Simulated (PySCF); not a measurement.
CH8N2OSi2, SMILES N[Si@@]1(O)[SiH2]NC1.

Geometry: B3LYP-D3(BJ)/def2-SVP. The structure was generated by enumeration; whether it is a known compound was not checked. Other conformers were not sampled.

Level of theory: B3LYP-D3(BJ)/def2-SVP (PySCF).

Frequencies are harmonic and unscaled.

```csv
mode,ν (cm⁻¹),IR (km/mol),moving atoms (share of kinetic energy)
1,54,5.7,"N 53 %, H 32 %"
2,96,14.9,"H 63 %, N 18 %, O 10 %, C 8 %"
3,128,2.9,"N 30 %, H 30 %, Si 23 %, O 15 %"
4,211,22.2,"H 43 %, O 22 %, Si 12 %, N 11 %, C 11 %"
5,232,42.4,"H 44 %, Si 23 %, O 19 %, N 8 %"
6,265,79.4,"H 58 %, Si 20 %, C 9 %"
7,300,24.6,"H 73 %, N 16 %, O 8 %"
8,340,103.2,"H 54 %, O 19 %, N 18 %"
9,409,113.6,H 85 %
10,432,18.4,"Si 40 %, N 21 %, H 16 %, O 15 %, C 9 %"
11,447,17.4,"Si 61 %, H 20 %, N 14 %"
12,463,5.7,"H 75 %, Si 19 %"
13,655,68.7,"C 48 %, H 25 %, Si 16 %"
14,667,41.1,"H 84 %, Si 8 %"
15,748,64.1,"H 61 %, N 19 %, Si 12 %"
16,761,15.2,"H 76 %, C 17 %"
17,784,29.4,"H 61 %, N 17 %, O 12 %, Si 9 %"
18,823,192.9,"H 58 %, N 23 %, Si 11 %"
19,834,122.6,"H 39 %, N 30 %, Si 23 %"
20,878,208.7,"Si 38 %, O 29 %, H 24 %, N 9 %"
21,932,99.4,"Si 42 %, H 28 %, N 19 %, O 10 %"
22,1008,158.8,H 91 %
23,1055,20.1,"N 35 %, C 34 %, H 31 %"
24,1156,14.1,"H 73 %, C 19 %"
25,1169,1.0,H 89 %
26,1329,23.6,"H 65 %, N 21 %, C 14 %"
27,1478,5.6,H 92 %
28,1531,53.8,"H 89 %, N 11 %"
29,2146,190.7,H 96 %
30,2161,187.5,H 98 %
31,2963,85.8,H 95 %
32,3012,45.3,"H 91 %, C 9 %"
33,3576,32.1,H 96 %
34,3589,8.4,H 93 %
35,3678,31.4,"H 91 %, N 9 %"
36,3865,67.9,H 94 %
```
